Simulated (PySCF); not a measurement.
Telling isomers of C7H12FN apart by NMR

[PySCF 2.14.0 with density-fitted response routines: PBE0/pcSseg-1 with gauge-including orbitals; coordinates at the GFN2-xTB level; a single conformation; no solvent model; equivalent nuclei averaged; non-relativistic Hamiltonian]

Chemical shifts δ = σref − σ; 1H, 13C vs TMS, all at this level. Splittings of carbon signals by F and P are missing where no couplings were computed. Where no couplings were computed, multiplicities follow the n + 1 count of equivalent neighbours, and m marks all less simple cases (inequivalent or close neighbours, rings, F or P nearby). Shifts are as computed. Against solution values, carbons near 30 ppm lie about +3 ppm off and those near 130 ppm about +5 ppm. Of 1211 compounds with measured shifts, 218 miss one by over three times the rms of a fit or turn the order of signals round; such compounds aren't used in these exercises. OH and NH positions are gas-phase values without hydrogen bonding to other molecules.

(1) Tabulate the signals of `CCC1=C(F)N(C)CC1`, `C=C(CC)/C(F)=C/CN` and their relative energies.

(2) What is the quickest way to tell CCC1=C(F)N(C)CC1 from C=C(CC)/C(F)=C/CN?

## Answers

(1) 
```tsv
SMILES	carbon types	δC	δH	E rel. (kcal/mol)
CCC1=C(F)N(C)CC1	2×C 3×CH2 2×CH3	165.0, 91.5, 52.7, 36.9, 29.8, 22.3, 17.4	3.09 (m, 2H), 2.58 (m, 2H), 2.51 (s, 3H), 2.10 (q, 2H), 1.04 (t, 3H)	0.0
C=C(CC)/C(F)=C/CN	2×C 1×CH 3×CH2 1×CH3	166.1, 149.7, 119.7, 119.1, 43.1, 31.4, 18.7	5.74 (m, 1H), 5.46 (m, 1H), 5.39 (m, 1H), 3.98 (d, 2H), 2.33 (q, 2H), 1.20 (t, 3H), 0.62 (br s, 2H)	12.7
```

Energies are electronic energies at PBE0/pcSseg-1 on these geometries, without zero-point or thermal terms, each for the one conformer computed, which needn't be the lowest.

(2) Both give the same number of carbon signals, but DEPT or the intensities differ. The first has a β carbon of an enol-ether or enamine type C=C (C) at 91.5 ppm, the second a terminal =CH2 carbon at 119.7 ppm. Their most deshielded carbons lie at 165.0 and 166.1 ppm. In the proton spectra the most deshielded non-exchanging signals are 3.09 (m, 2H) and 5.74 (m, 1H).
